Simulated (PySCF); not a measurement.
**Bi2OF4: from a saddle point downhill**

PySCF 2.14.0, RKS B3LYP, Bi def2-SVP with ECP60, O def2-SVP, F def2-SVP; non-relativistic Hamiltonian with scalar-relativistic core potentials where named; density fitting; no spin-orbit coupling. Relaxed within the symmetry of its start, the geometry (D2h) is

```xyz
7

Bi    0.0000    0.0000    2.0578
Bi    0.0000    0.0000   -2.0578
O     0.0000    0.0000    0.0000
F     0.0000    2.1072    2.2323
F     0.0000   -2.1072    2.2323
F     0.0000    2.1072   -2.2323
F     0.0000   -2.1072   -2.2323
```

and its lowest harmonic modes are -168, -167, -44, 38, 66, 72 cm⁻¹ (negative: unstable). It was moved along the lowest mode and relaxed again, within the group C2h that the move left.

Task: Where does it end, and how much lower?

Result: In C2h, 2.599 eV lower, after 9 steps:
```xyz
7

Bi    0.6289    0.0000    1.9498
Bi   -0.6289    0.0000   -1.9498
O     0.0000    0.0000    0.0000
F    -0.6027    1.4973    2.5773
F    -0.6027   -1.4973    2.5773
F     0.6027    1.4973   -2.5773
F     0.6027   -1.4973   -2.5773
```

Task: How do the contacts change?

Result: 
```csv
contact,saddle (Å),end (Å)
Bi1–O3 (O),2.058,2.049
Bi1–F4 (F),2.114,2.038
Bi1–F5 (F),2.114,2.038
Bi2–F6 (F),2.114,2.038
Bi2–F7 (F),2.114,2.038
```


Task: Is the end a minimum?

Result: Probably not: 2 of the modes stay unstable (below −25 cm⁻¹), though so soft as to be near the noise; lowest modes -46, -34, 21, 122, 133, 169 cm⁻¹.

State: singlet.
